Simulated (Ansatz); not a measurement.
Pulling on the Br1–F2 bond in BrF (multiplicity 1 held). Energies count from the point at 1.774 Å.


Restricted levels (R-, RO-) in cc, def2 and unpolarised 6-31G sets keep to the state of the molecule at rest. Active spaces are followed from rest. Levels need not reach the same state.

Cores are frozen in the correlated methods. Filled d and f shells under p-block atoms count as core.

The values were computed with Ansatz (Gaussian orbitals). 

Energies in eV.

| R (Å) | R-HF/cc-pVTZ | R-B3LYP/cc-pVTZ | CASSCF(14,8)/cc-pVTZ | FIC-MRCISD+Q on CASSCF(14,8)/cc-pVTZ |
|---|---|---|---|---|
| 1.419 | 2.59 | 3.19 | 3.10 | 3.11 |
| 1.597 | 0.25 | 0.55 | 0.55 | 0.51 |
| 1.774 | 0.00 | 0.00 | 0.00 | 0.00 |
| 1.952 | 0.59 | 0.30 | 0.20 | 0.30 |
| 2.129 | 1.47 | 0.91 | 0.60 | 0.84 |
| 2.395 | 2.85 | 1.91 | 1.12 | 1.58 |
| 2.662 | 4.05 | 2.77 | 1.42 | 2.03 |
| 3.105 | 5.57 | 3.78 | 1.61 | 2.30 |
| 3.549 | 6.56 | 4.36 | 1.64 | 2.36 |
| 4.081 | 7.31 | 4.73 | 1.63 | 2.37 |
| 4.791 | 7.86 | 4.96 | 1.64 | 2.37 |
| 5.678 | 8.22 | 5.07 | 1.64 | 2.38 |
| 7.097 | 8.53 | 5.15 | 1.64 | 2.38 |

Doubts at one or more of the structures used: a restricted determinant that unrestricted orbitals would lower (R-HF/cc-pVTZ, R-B3LYP/cc-pVTZ).

Ansatz is a first-principles code.
